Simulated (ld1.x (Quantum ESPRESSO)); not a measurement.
**Mn: one change to a PAW potential, before and after**

* Element: Mn
* Generator: ld1.x (Quantum ESPRESSO) 7.5
* Type: PAW
* Functional: BLYP
* Relativity: scalar-relativistic
* Frozen core: [Ne]
* Valence charge: 15
* Reference configuration: 3s2 3p6 3d5 4s2 4p0
* Partial waves: 3s (bound): rcut 1.15, rcutus 1.45 bohr; 4s (bound): rcut 1.15, rcutus 1.45 bohr; 3p (bound): rcut 1.25, rcutus 1.30 bohr; 4p (bound, empty): rcut 1.25, rcutus 1.30 bohr; 3d (bound): rcut 1.60, rcutus 2.15 bohr; 3d channel at 0.05 Ry: rcut 1.60, rcutus 2.15 bohr
* Local potential: all-electron potential smoothed inside 2.10 bohr (lloc = -1)
* Core correction: Bessel-smoothed model core inside 0.65 bohr
* Augmentation charge: BESSEL, radius 1.15 bohr

Change: all radii but the core radius scaled by about 0.78 (s 1.14, p 1.02, d 1.68 bohr, rcut 0.90/0.98/1.26); local potential all-electron potential smoothed inside 1.64 bohr (lloc = -1); augmentation BESSEL, radius 0.90 bohr.

Cutoffs: the cutoffs (Ry, on a coarse ladder) from which the occupation-weighted sum of valence levels, in a spherical-Bessel basis at the reference potential, stays within 10 and 1 mRy of its value at 400 Ry; they do not see the model core or the augmentation charge, which bear on the density cutoff. Errors are all-electron minus pseudo energies relative to the spin-unpolarised reference configuration.

What does the change do?

The potential gets harder (50 Ry and 90 Ry → 80 Ry and 140 Ry); the number of tests that count goes from 6 to 7; of the 6 tests that both files solve, the error grows in 0 and shrinks in 3 by more than 15 % and 0.3 meV (median size 2.0 → 1.5 meV); neither file shows a bound ghost at the reference potential, the only one tested. A smaller radius makes the pseudo-wave follow the all-electron one further in, where it bends more sharply, so more plane waves are needed. Less of the atom is replaced, so other configurations are described better.

| quantity | base | changed |
| --- | --- | --- |
| cutoff, loose | 50 Ry | 80 Ry |
| cutoff, tight | 90 Ry | 140 Ry |
| loose cutoff by channel (10 mRy a level) | s 35 Ry, p 40 Ry, d 18 Ry | s 35 Ry, p 70 Ry, d 30 Ry |
| bound ghosts | none | none |
| tests counted (converged, no solver errors) | 6 of 7 | 7 of 7 |
| error for 3s2 3p6 3d5 4s1 4p0, meV [ΔE 8.40 eV] | -0.9 | -0.8 |
| error for 3s2 3p6 3d5 4s0 4p0, meV [ΔE 24.17 eV] | -3.2 | -2.2 |
| error for 3s2 3p5 3d5 4s2 4p0, meV [ΔE 61.77 eV] | -57 | -25 |
| error for 3s2 3p6 3d5 4s1 4p1, meV [ΔE 3.87 eV] | -0.2 | -0.3 |
| error for 3s1 3p6 3d5 4s2 4p0, meV [ΔE 93.21 eV] | -53 | -25 |
| error for 3s2 3p6 3d5 4s0 4p2, meV [ΔE 8.02 eV] | -0.4 | -0.7 |
| lowest overlap eigenvalue by channel | s 0.12, p 0.34, d 0.58 | s 0.26, p 0.85, d 1.00 |

Base: Tests not counted: 3s2 3p6 3d4 4s0 4p0 (solver errors, printed error -2132 eV).
